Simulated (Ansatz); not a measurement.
Born–Oppenheimer molecular dynamics of ClH6NSn (9 atoms, charge 0, multiplicity 1). It starts at the highest image of a converged band, a first-order saddle point between two minima.

The calculation used Ansatz 0.2.0, RKS B3LYP-D4/def2-SVP.

```yaml
ensemble: NVE (velocity Verlet)
time_step: 0.5 fs
steps_asked: 200
starting_velocities_drawn_for: 300 K
seed: 10529
```

Frames 1 fs apart, positions in Å.

Velocities at 55 fs (Å/ps):

```
Sn -0.69 -0.53 -0.56
Cl 0.08 0.01 2.75
H 1.31 13.05 6.95
H 2.13 0.04 -4.14
H 6.90 6.83 -2.77
N 5.47 2.11 -2.22
H 7.67 13.14 -8.54
H -18.11 -14.43 -4.18
H 2.50 14.03 12.98
```

```xyz
9
Properties=species:S:1:pos:R:3 time_fs=55 energy_less_start_eV=0.141 T=145
Sn -0.411 0.028 -0.405
Cl -0.196 0.734 3.148
H 1.018 -0.431 0.435
H -0.419 1.699 -0.728
H -0.809 -0.777 -1.863
N -2.057 -0.264 0.970
H -2.544 -1.139 0.822
H -2.732 0.431 0.755
H -1.240 0.314 2.416
9
Properties=species:S:1:pos:R:3 time_fs=56 energy_less_start_eV=0.143 T=143
Sn -0.412 0.028 -0.406
Cl -0.196 0.734 3.151
H 1.018 -0.418 0.441
H -0.417 1.700 -0.732
H -0.801 -0.771 -1.867
N -2.051 -0.262 0.967
H -2.536 -1.129 0.814
H -2.755 0.421 0.749
H -1.238 0.326 2.428
9
Properties=species:S:1:pos:R:3 time_fs=57 energy_less_start_eV=0.142 T=143
Sn -0.412 0.027 -0.406
Cl -0.196 0.734 3.154
H 1.016 -0.407 0.445
H -0.415 1.703 -0.736
H -0.793 -0.768 -1.870
N -2.044 -0.260 0.965
H -2.530 -1.128 0.806
H -2.782 0.420 0.742
H -1.237 0.335 2.437
9
Properties=species:S:1:pos:R:3 time_fs=58 energy_less_start_eV=0.153 T=132
Sn -0.413 0.027 -0.406
Cl -0.195 0.734 3.157
H 1.012 -0.398 0.445
H -0.413 1.707 -0.740
H -0.784 -0.767 -1.875
N -2.037 -0.257 0.962
H -2.523 -1.135 0.798
H -2.807 0.420 0.736
H -1.237 0.340 2.442
9
Properties=species:S:1:pos:R:3 time_fs=59 energy_less_start_eV=0.166 T=118
Sn -0.414 0.026 -0.407
Cl -0.195 0.734 3.160
H 1.008 -0.390 0.444
H -0.412 1.712 -0.743
H -0.775 -0.768 -1.879
N -2.031 -0.253 0.959
H -2.515 -1.148 0.792
H -2.823 0.418 0.731
H -1.240 0.342 2.443
9
Properties=species:S:1:pos:R:3 time_fs=60 energy_less_start_eV=0.165 T=118
Sn -0.415 0.026 -0.407
Cl -0.195 0.735 3.163
H 1.002 -0.384 0.442
H -0.411 1.716 -0.745
H -0.764 -0.772 -1.885
N -2.026 -0.249 0.956
H -2.503 -1.161 0.788
H -2.828 0.410 0.728
H -1.244 0.339 2.442
9
Properties=species:S:1:pos:R:3 time_fs=61 energy_less_start_eV=0.146 T=140
Sn -0.415 0.025 -0.407
Cl -0.194 0.735 3.166
H 0.996 -0.381 0.438
H -0.410 1.720 -0.747
H -0.754 -0.778 -1.890
N -2.021 -0.244 0.952
H -2.485 -1.171 0.788
H -2.821 0.398 0.728
H -1.248 0.334 2.437
9
Properties=species:S:1:pos:R:3 time_fs=62 energy_less_start_eV=0.122 T=165
Sn -0.416 0.025 -0.408
Cl -0.194 0.735 3.170
H 0.991 -0.380 0.433
H -0.409 1.723 -0.749
H -0.743 -0.786 -1.895
N -2.018 -0.240 0.947
H -2.460 -1.175 0.791
H -2.805 0.383 0.729
H -1.251 0.326 2.430
9
Properties=species:S:1:pos:R:3 time_fs=63 energy_less_start_eV=0.115 T=173
Sn -0.417 0.025 -0.408
Cl -0.194 0.736 3.173
H 0.988 -0.382 0.428
H -0.409 1.724 -0.750
H -0.731 -0.795 -1.898
N -2.015 -0.237 0.942
H -2.430 -1.174 0.797
H -2.787 0.370 0.729
H -1.252 0.316 2.423
9
Properties=species:S:1:pos:R:3 time_fs=64 energy_less_start_eV=0.118 T=171
Sn -0.418 0.025 -0.409
Cl -0.194 0.736 3.176
H 0.986 -0.387 0.424
H -0.410 1.723 -0.750
H -0.719 -0.805 -1.899
N -2.013 -0.234 0.937
H -2.397 -1.171 0.808
H -2.773 0.365 0.727
H -1.248 0.305 2.414
9
Properties=species:S:1:pos:R:3 time_fs=65 energy_less_start_eV=0.107 T=182
Sn -0.419 0.024 -0.409
Cl -0.194 0.737 3.179
H 0.986 -0.395 0.420
H -0.410 1.721 -0.750
H -0.706 -0.816 -1.899
N -2.009 -0.231 0.933
H -2.364 -1.170 0.821
H -2.770 0.370 0.722
H -1.240 0.293 2.406
9
Properties=species:S:1:pos:R:3 time_fs=66 energy_less_start_eV=0.084 T=207
Sn -0.420 0.024 -0.409
Cl -0.194 0.737 3.183
H 0.989 -0.405 0.417
H -0.412 1.716 -0.750
H -0.694 -0.828 -1.897
N -2.005 -0.230 0.928
H -2.333 -1.175 0.836
H -2.776 0.385 0.714
H -1.227 0.282 2.399
```

Of the whole run (100 fs, mean temperature of the second half 168 K): The conserved energy stayed within 0.16 meV per atom of its start (net change 0.058 meV per atom), so the integration is sound. A run of 0.1 ps of so small a system gives no equilibrium averages. The orbitals stay closed-shell, which can raise the energy where a bond breaks towards radicals; this wasn't checked here.

The run took 6.7 min on 2 threads of Arm Neoverse V2, on a shared host, peak memory 0.18 GiB.
